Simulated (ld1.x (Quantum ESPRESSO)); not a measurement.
**Building the PAW potential for Ti (Z = 22) (LDA (PZ), fully relativistic).**

```json
{
  "Element": "titanium (Ti)",
  "Generator": "ld1.x (Quantum ESPRESSO) 7.5",
  "Type": "PAW",
  "Functional": "LDA (PZ)",
  "Relativity": "fully relativistic",
  "Frozen core": "[Ne]",
  "Valence charge": "12",
  "Reference configuration": "3s2 3p6 3d2 4s2 4p0",
  "Partial waves": "3s (bound): rcut 1.35, rcutus 1.65 bohr; 4s (bound): rcut 1.35, rcutus 1.65 bohr; 3p (bound): rcut 1.50, rcutus 1.75 bohr; 4p (bound, empty): rcut 1.50, rcutus 1.75 bohr; 3d (bound): rcut 1.55, rcutus 1.85 bohr; 3d channel at 0.05 Ry: rcut 1.55, rcutus 1.85 bohr",
  "Local potential": "all-electron potential smoothed inside 1.45 bohr (lloc = -2)",
  "Core correction": "Bessel-smoothed model core inside 1.60 bohr",
  "Augmentation charge": "PSQ, inside the norm-conserving radii"
}
```

Open shells are filled in proportion to 2j + 1 (rel_dist='average').

All-electron outer shells of the reference configuration (LDA (PZ), scalar-relativistic, ld1.x):

```csv
shell,level (eV),outermost node (bohr),outermost maximum (bohr)
2s,-535.48,0.09,0.27
2p,-443.98,–,0.22
3s,-62.26,0.40,0.87
3p,-38.78,0.37,0.90
4s,-4.60,1.25,2.88
3d,-4.46,–,0.97
4p,-1.54,1.39,3.80
```

**Question.** Does the generator finish with these settings?

**Answer.** Yes, a potential is produced and its reference levels are reproduced.

**Question.** Tests: 3s2 3p6 3d2 4s1 4p0; 3s2 3p6 3d2 4s0 4p0; 3s2 3p6 3d1 4s0 4p0; 3s2 3p6 3d1 4s2 4p0; 3s2 3p6 3d2 4s0 4p2; 3s2 3p6 3d2 4s1 4p1; 3s2 3p6 3d2.5 4s1.5 4p0. Which has the largest error in its energy relative to the reference configuration, and how large is it?

**Answer.** 3s2 3p6 3d1 4s0 4p0, with -1.9 meV (all-electron minus pseudo) on +48.52 eV.

The ghost test of this file was not conclusive.
